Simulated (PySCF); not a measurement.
Input for PySCF: U-HF/LANL2DZ on CH3Br (SMILES CBr), a point of a bond scan (R = 2.349 Å).

```python
from pyscf import gto, scf, dft, mp
from pyscf.data.elements import chemcore

mol = gto.M(
    atom='''
    C    -1.53381561   -0.04091863   -0.02869190
    Br    0.81384913    0.02171160    0.01522404
    H    -1.83024719   -0.68040431   -0.85265241
    H    -1.88710585    0.97406916   -0.17260283
    H    -1.86976166   -0.44271605    0.92074143
    ''',
    basis='lanl2dz',
    ecp={'Br': 'lanl2dz'},
    charge=0, spin=0, verbose=3, max_memory=1800)
mf = scf.UHF(mol)
mf.conv_tol = 1e-8
mf.max_cycle = 100
mf.init_guess_breaksym = True
mf.kernel()
if not mf.converged:
    mf = mf.newton().run(mf.mo_coeff, mf.mo_occ)
for _ in range(4):
    mo, _, stable, _ = mf.stability(return_status=True)
    if stable:
        break
    mf.kernel(mf.make_rdm1(mo, mf.mo_occ))
```

Predict the final total energy.

-52.5003 hartree.
